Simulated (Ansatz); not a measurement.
Breaking a bond: SMILES [Li][CH3]. The C1–Li5 bond (C1 also carries H, H, H; Li5 carries nothing else) is pulled apart rigidly from the PBE0/def2-TZVP optimised geometry.

- RKS-PBE = Ansatz (a first-principles code) with restricted PBE/cc-pVTZ
- UKS-PBE = unrestricted PBE/cc-pVTZ (Ansatz)
- RKS-B3LYP = restricted B3LYP/cc-pVTZ (Ansatz)
- UCCSD(T) = Ansatz with CCSD(T) on UHF/cc-pVTZ, frozen core

Energies relative to the lowest point of each curve near equilibrium, in kcal/mol; the last columns give the difference from UCCSD(T):

```
R / Å  RKS-PBE  UKS-PBE  RKS-B3LYP  UCCSD(T)  RKS-PBE − UCCSD(T)  UKS-PBE − UCCSD(T)  RKS-B3LYP − UCCSD(T)
-----  -------  -------  ---------  --------  ------------------  ------------------  --------------------
1.46      41.9     41.9       42.1      45.8                -3.8                -3.8                  -3.7
1.56      23.1     23.1       23.1      25.6                -2.5                -2.5                  -2.5
1.67      10.5     10.5       10.4      11.9                -1.5                -1.5                  -1.5
1.79       3.2      3.2        3.1       3.8                -0.7                -0.7                  -0.8
1.85       1.3      1.3        1.2       1.6                -0.4                -0.4                  -0.4
1.90       0.4      0.4        0.4       0.6                -0.2                -0.2                  -0.2
1.96       0.0      0.0        0.0       0.0                 0.0                 0.0                   0.0
2.04       0.4      0.4        0.4       0.2                 0.2                 0.2                   0.2
2.08       0.8      0.8        1.0       0.6                 0.2                 0.2                   0.3
2.17       2.4      2.4        2.7       2.2                 0.3                 0.3                   0.5
2.29       5.5      5.5        5.9       5.2                 0.2                 0.2                   0.6
2.42       9.4      9.4       10.0       9.3                 0.1                 0.1                   0.7
2.65      17.0     17.0       18.1      17.9                -0.9                -0.9                   0.2
2.94      26.5     26.5       28.2      28.7                -2.2                -2.2                  -0.5
3.29      36.6     36.3       39.3      39.8                -3.2                -3.5                  -0.5
3.56      43.3     41.9       46.5      46.7                -3.5                -4.9                  -0.2
3.96      51.2     47.6       55.4      53.0                -1.8                -5.4                   2.4
4.39      57.6     51.5       62.7      55.6                 2.0                -4.2                   7.1
4.77      61.8     53.6       67.6      56.5                 5.3                -2.9                  11.1
5.40      66.6     55.5       73.4      57.0                 9.6                -1.5                  16.4
5.86      69.0     56.3       76.4      57.2                11.8                -0.8                  19.2
6.90      72.0     57.1       80.5      57.3                14.7                -0.1                  23.2
```

RKS-PBE is furthest from UCCSD(T) at 6.90 (14.7 kcal/mol, above); its mean absolute difference over the points is 3.0 kcal/mol.

UKS-PBE is furthest from UCCSD(T) at 3.96 (-5.4 kcal/mol, below); its mean absolute difference over the points is 1.7 kcal/mol.

RKS-B3LYP is furthest from UCCSD(T) at 6.90 (23.2 kcal/mol, above); its mean absolute difference over the points is 4.2 kcal/mol.

The restricted form behind RKS-PBE, RKS-B3LYP keeps the bonding electrons paired and can't separate into open-shell fragments. The unrestricted determinant behind UKS-PBE is spin-contaminated at 3.29 to 6.90 Å (<S²> up to 0.9, against 0.00 for a pure singlet). The unrestricted determinant behind UCCSD(T) is spin-contaminated at 2.65 to 6.90 Å (<S²> up to 1.0, against 0.00 for a pure singlet).
